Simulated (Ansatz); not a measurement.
A short molecular-dynamics run on SbSbSbSb tetrahedron (Sb4).

```yaml
crystal:
  periodic: [false, false, false]
  atoms:
    - {symbol: Sb, position_ang: [-1.472130, 0.601694, -0.705962]}
    - {symbol: Sb, position_ang: [-0.383826, -1.097101, 1.294847]}
    - {symbol: Sb, position_ang: [0.930259, 1.331305, 0.624351]}
    - {symbol: Sb, position_ang: [0.925687, -0.835899, -1.213236]}
basis:
  gaussian: {orbitals: def2-SVP}
hamiltonian: {xc: {name: PBE}, dispersion: d3bj}
md: {timestep: 0.5 fs, n_steps: 15, ensemble: nve, temperature: 1000, initial_velocities: maxwell_boltzmann, seed: 720}
scf: {omitted_lower_state_checks: [starts]}
```

```sh
$ ansatz run in.yaml --threads 4 --pin off --events-out ev --progress --plain --max-ram 3916MiB
```

```tsv
step	time (fs)	potential energy (eV)	kinetic (eV)	T (K)	conserved (eV)
0	0.0	-26154.4508	0.2585	1000	-26154.1923
1	0.5	-26154.4496	0.2573	995	-26154.1923
2	1.0	-26154.4483	0.2560	990	-26154.1923
3	1.5	-26154.4468	0.2545	984	-26154.1923
4	2.0	-26154.4451	0.2528	978	-26154.1923
5	2.5	-26154.4433	0.2510	971	-26154.1923
6	3.0	-26154.4413	0.2490	963	-26154.1923
7	3.5	-26154.4392	0.2469	955	-26154.1923
8	4.0	-26154.4369	0.2446	946	-26154.1923
9	4.5	-26154.4345	0.2422	937	-26154.1923
10	5.0	-26154.4319	0.2396	927	-26154.1923
11	5.5	-26154.4292	0.2369	916	-26154.1923
12	6.0	-26154.4263	0.2340	905	-26154.1923
13	6.5	-26154.4233	0.2310	894	-26154.1923
14	7.0	-26154.4202	0.2279	882	-26154.1923
15	7.5	-26154.4169	0.2247	869	-26154.1923
```

Velocities are drawn at the set temperature; a run this short doesn't reach equilibrium.

In the def2 sets Sb takes a core potential; there is no spin–orbit coupling.

Frames (Å, forces in eV/Å):

```xyz
4
time=0.0 fs
Sb   -1.472    0.602   -0.706   -0.294    0.120   -0.141
Sb   -0.384   -1.097    1.295   -0.077   -0.219    0.259
Sb    0.930    1.331    0.624    0.186    0.266    0.125
Sb    0.926   -0.836   -1.213    0.185   -0.167   -0.242
4
time=0.5 fs
Sb   -1.473    0.602   -0.706   -0.298    0.118   -0.139
Sb   -0.383   -1.097    1.294   -0.087   -0.221    0.270
Sb    0.930    1.330    0.623    0.191    0.294    0.145
Sb    0.926   -0.835   -1.211    0.194   -0.190   -0.276
4
time=1.0 fs
Sb   -1.473    0.602   -0.706   -0.301    0.116   -0.137
Sb   -0.383   -1.098    1.294   -0.098   -0.223    0.280
Sb    0.930    1.329    0.622    0.196    0.322    0.166
Sb    0.925   -0.833   -1.209    0.203   -0.214   -0.309
4
time=1.5 fs
Sb   -1.473    0.603   -0.707   -0.305    0.113   -0.135
Sb   -0.383   -1.098    1.294   -0.108   -0.225    0.291
Sb    0.931    1.327    0.620    0.201    0.350    0.187
Sb    0.925   -0.832   -1.207    0.213   -0.238   -0.343
4
time=2.0 fs
Sb   -1.474    0.603   -0.707   -0.308    0.111   -0.132
Sb   -0.382   -1.099    1.293   -0.119   -0.227    0.302
Sb    0.931    1.326    0.619    0.205    0.378    0.208
Sb    0.925   -0.831   -1.205    0.222   -0.262   -0.377
4
time=2.5 fs
Sb   -1.474    0.604   -0.707   -0.311    0.108   -0.130
Sb   -0.382   -1.099    1.293   -0.129   -0.229    0.313
Sb    0.931    1.325    0.617    0.210    0.406    0.229
Sb    0.925   -0.829   -1.203    0.231   -0.286   -0.411
4
time=3.0 fs
Sb   -1.475    0.604   -0.707   -0.314    0.106   -0.128
Sb   -0.381   -1.099    1.293   -0.140   -0.231    0.323
Sb    0.931    1.323    0.616    0.215    0.435    0.250
Sb    0.925   -0.828   -1.202    0.239   -0.310   -0.446
4
time=3.5 fs
Sb   -1.475    0.604   -0.707   -0.317    0.103   -0.125
Sb   -0.381   -1.100    1.292   -0.150   -0.232    0.334
Sb    0.931    1.322    0.615    0.219    0.464    0.272
Sb    0.925   -0.827   -1.200    0.248   -0.335   -0.480
4
time=4.0 fs
Sb   -1.475    0.605   -0.708   -0.319    0.101   -0.123
Sb   -0.381   -1.100    1.292   -0.161   -0.234    0.344
Sb    0.931    1.321    0.613    0.223    0.492    0.293
Sb    0.925   -0.825   -1.198    0.257   -0.359   -0.515
4
time=4.5 fs
Sb   -1.476    0.605   -0.708   -0.321    0.098   -0.120
Sb   -0.380   -1.100    1.292   -0.171   -0.235    0.354
Sb    0.931    1.319    0.612    0.227    0.521    0.315
Sb    0.925   -0.824   -1.196    0.265   -0.384   -0.549
4
time=5.0 fs
Sb   -1.476    0.606   -0.708   -0.324    0.095   -0.118
Sb   -0.380   -1.101    1.291   -0.182   -0.236    0.365
Sb    0.931    1.318    0.611    0.231    0.550    0.337
Sb    0.925   -0.823   -1.194    0.274   -0.409   -0.584
4
time=5.5 fs
Sb   -1.477    0.606   -0.708   -0.325    0.092   -0.115
Sb   -0.379   -1.101    1.291   -0.192   -0.237    0.375
Sb    0.931    1.317    0.609    0.235    0.579    0.359
Sb    0.925   -0.822   -1.192    0.282   -0.434   -0.619
4
time=6.0 fs
Sb   -1.477    0.607   -0.709   -0.327    0.089   -0.112
Sb   -0.379   -1.102    1.291   -0.202   -0.238    0.385
Sb    0.932    1.315    0.608    0.239    0.608    0.381
Sb    0.925   -0.820   -1.190    0.290   -0.459   -0.654
4
time=6.5 fs
Sb   -1.478    0.607   -0.709   -0.328    0.086   -0.109
Sb   -0.379   -1.102    1.290   -0.213   -0.239    0.394
Sb    0.932    1.314    0.607    0.242    0.638    0.403
Sb    0.925   -0.819   -1.188    0.299   -0.485   -0.689
4
time=7.0 fs
Sb   -1.478    0.607   -0.709   -0.330    0.083   -0.106
Sb   -0.378   -1.102    1.290   -0.223   -0.240    0.404
Sb    0.932    1.313    0.605    0.246    0.667    0.426
Sb    0.925   -0.818   -1.186    0.306   -0.510   -0.724
4
time=7.5 fs
Sb   -1.479    0.608   -0.709   -0.331    0.080   -0.103
Sb   -0.378   -1.103    1.290   -0.233   -0.240    0.414
Sb    0.932    1.312    0.604    0.249    0.696    0.448
Sb    0.925   -0.817   -1.185    0.314   -0.536   -0.758
```

Run time 26 s (4 threads of Arm Neoverse V1 on a shared host).
